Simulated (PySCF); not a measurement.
H3O3Zr (SMILES [OH][Zr+]([OH])[OH]), charge +1, singlet, geometry from GFN2-xTB (such geometries of metal compounds can be far from the true shape) (the multiplicity is a formal guess) (core potentials on Zr).

Input for PySCF:
```python
from pyscf import gto, scf, dft

mol = gto.M(
    atom='''
Zr   -0.00000000    0.00000000   -0.00000000
O     1.73087780   -0.30028533   -0.50620704
H     2.64521877   -0.45891189   -0.77361230
O    -0.62364378   -0.68582318    1.57577593
H    -0.95308533   -1.04811117    2.40818392
O    -1.10723402    0.98610851   -1.06956890
H    -1.69213344    1.50702306   -1.63457162
''',
    basis='def2-svp',
    ecp={'Zr': 'def2-svp'},
    charge=1,
    verbose=4,
)

mf = dft.RKS(mol)
mf.xc = 'b97m_v'
mf.grids.atom_grid = (99, 590)
mf.grids.prune = None
mf.kernel()
```

Q: What is the computed total energy (B97M-V/def2-SVP run with PySCF)?

A: -274.2063 Eh

Q: What Mulliken (on the basis functions themselves) charges in atom order does B97M-V/def2-SVP give?

A: Zr1 1.47, O2 -0.40, H3 0.25, O4 -0.40, H5 0.25, O6 -0.40, H7 0.25

Q: What is the computed HOMO-LUMO gap (B97M-V/def2-SVP)?

A: 4.89 eV

Q: Predict the HOMO energy from B97M-V/def2-SVP.

A: -13.34 eV
